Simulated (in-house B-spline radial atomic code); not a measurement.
The numbers below are computed, except where a source is named.
## S ion on W atom: potential, deflection and energy transfer

The pair potential comes from two frozen, spherical free-atom densities (PBE, B-spline radial code, scalar-relativistic past argon): electrostatics plus the change in Thomas-Fermi kinetic and Dirac exchange energy where they overlap, the recipe behind the universal ZBL potential, which averages such potentials (from solid-state densities) over many pairs. It is written V = (Z1 Z2 e²/r) φ(r/a), with e² = 14.3996 eV·Å and a = 0.46850 Å/(Z1^0.23 + Z2^0.23); ZBL's fit is φ = 0.18175 e^(−3.1998x) + 0.50986 e^(−0.94229x) + 0.28022 e^(−0.4029x) + 0.02817 e^(−0.20162x). Where φ falls below 4e-4 it is continued as an exponential.

Masses 32.06 and 183.84 u.

```csv
x = r/a,"φ, this pair","φ, ZBL"
0.1,0.8808,0.8928
0.25,0.7533,0.7647
0.5,0.6021,0.6096
1,0.4107,0.4164
1.5,0.2947,0.2995
2,0.2179,0.2218
3,0.126,0.1292
4,0.07825,0.08026
5,0.05055,0.05224
6.5,0.02818,0.02914
8,0.01702,0.01705
10,0.009276,0.008778
12,0.005267,0.00474
14.5,0.002657,0.002328
17,0.001339,0.001212
20,0.0005895,0.0005882
```

(1) At x = 6.5 the electrostatic, kinetic and exchange parts are -35.06, 837.22 and -79.1 eV. Find r, V and φ.

(2) The ion comes in at 1.959 keV with impact parameter 0.2044 Å. The scattering integral gives a centre-of-mass angle of 119.3° and a closest approach of 5.273 a. What are the reduced energy, the energy passed on and the laboratory angles?

Answers

(1) a = 0.46850/(1.8921 + 2.6911) = 0.10222 Å, so r = 0.66444 Å. V = -35.06 + 837.22 + (-79.1) = 723.06 eV. The bare repulsion is 16 × 74 × 14.3996/0.66444 = 25659 eV, so φ = 0.0282, -3.3 % against ZBL's 0.0291. The kinetic (Pauli) term is 116 % of V here, as the other two terms together attract.

(2) ε = E a M2/(Z1 Z2 e² (M1 + M2)) = 1959 × 5.1054e-06 = 0.01. The most that one collision can pass on is γE with γ = 4 M1 M2/(M1 + M2)² = 0.5058. Here T = γE sin²(θ/2) = 0.5058 × 1959 × 0.7445 = 737.5 eV. The ion turns by arctan(sin θ/(cos θ + M1/M2)) = 109.8° (second quadrant: it bounces back), and the struck atom leaves at (180° − θ)/2 = 30.4°. The closest approach is 0.539 Å. With ZBL the angle would be 119.98° and T = 742.8 eV.
